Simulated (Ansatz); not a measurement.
Cost and result for the atomization energy of `[OH][Al]([SiH3])[Br]` (8 atoms, 7 bonds).

Total charge 0; spin multiplicity 1. Correlated methods include outer-core shells of Br, which these sets cover unevenly. Scalar relativity is left out up to krypton. Geometry: relaxed with PBE0-D4/def2-TZVP. It is one conformer, not always the lowest. Program: Ansatz. All runs use 4 threads of an AMD EPYC 7B13 on a shared host. Times are those of one run each, without the atoms' runs, and a repeat can differ threefold. Electronic energies, without spin–orbit coupling; frozen cores. CCSD(T)/CBS adds CCSD(T) − MP2 in def2-TZVPP to the MP2 limit, and its time is that of the two runs behind it. T1 = 0.011. With those shells the extrapolation isn't a true limit.

CCSD(T)/CBS is a level of theory with its own doubt, some kJ/mol a heavy atom from the limit and from the frozen cores, so smaller differences don't rank the functionals.

```tsv
level	functions	wall time
revPBE-D4/def2-TZVPP	219	1.4 s
BHLYP-D4/def2-TZVPP	219	2.4 s
PBE0-D4/def2-TZVPP	219	2.6 s
CAM-B3LYP-D4/def2-TZVPP	219	2.8 s
CCSD(T)/def2-SVP	102	3.3 s
r2SCANh-D4/def2-TZVPP	219	3.9 s
B2PLYP/def2-TZVPP	219	4.1 s
PBE-QIDH/def2-TZVPP	219	4.4 s
B97M-V/def2-TZVPP	219	6 s
ωB97M-V/def2-TZVPP (with forces)	219	7.5 s
MP2/def2-QZVPP	406	14 s
CCSD(T)/def2-TZVPP	219	67 s
CCSD(T)/CBS(def2)	–	80 s
```

Task: What atomization energy does each give, and how far from CCSD(T)/CBS? (Best estimate.)

Result: The calculation gave: 
```
                           level  atomization (kcal/mol)  difference from CCSD(T)/CBS  per bond
            revPBE-D4/def2-TZVPP                   583.5                        -20.6      -2.9
             BHLYP-D4/def2-TZVPP                   582.4                        -21.7      -3.1
              PBE0-D4/def2-TZVPP                   590.4                        -13.7      -2.0
         CAM-B3LYP-D4/def2-TZVPP                   597.2                         -6.9      -1.0
                CCSD(T)/def2-SVP                   557.4                        -46.7      -6.7
           r2SCANh-D4/def2-TZVPP                   598.0                         -6.1      -0.9
               B2PLYP/def2-TZVPP                   589.6                        -14.5      -2.1
             PBE-QIDH/def2-TZVPP                   591.7                        -12.4      -1.8
               B97M-V/def2-TZVPP                   601.0                         -3.1      -0.4
ωB97M-V/def2-TZVPP (with forces)                   597.6                         -6.5      -0.9
                  MP2/def2-QZVPP                   604.7                          0.6       0.1
              CCSD(T)/def2-TZVPP                   585.2                        -18.9      -2.7
               CCSD(T)/CBS(def2)                   604.1                          0.0       0.0
```

In def2-TZVPP, CCSD(T) changes the Hartree–Fock value by +139.8 kcal/mol (the triples alone add +7.9 kcal/mol) and MP2 by +148.1 kcal/mol; breaking electron pairs costs correlation energy, which Hartree–Fock lacks. Leaving LDA and LC-ωPBE aside and taking each functional with its dispersion term where it has one, the values, not all of them listed here, spread over 19.7 kcal/mol, from BHLYP-D4 to ωB97X-V. LDA lies +76.3 kcal/mol from PBE without D4, its usual overbinding. From BLYP to BHLYP (50 % exact exchange), in def2-TZVPP and without D4, the atomization energy moves by −5.2 kcal/mol: exact exchange takes away binding that semilocal exchange gives to molecules.
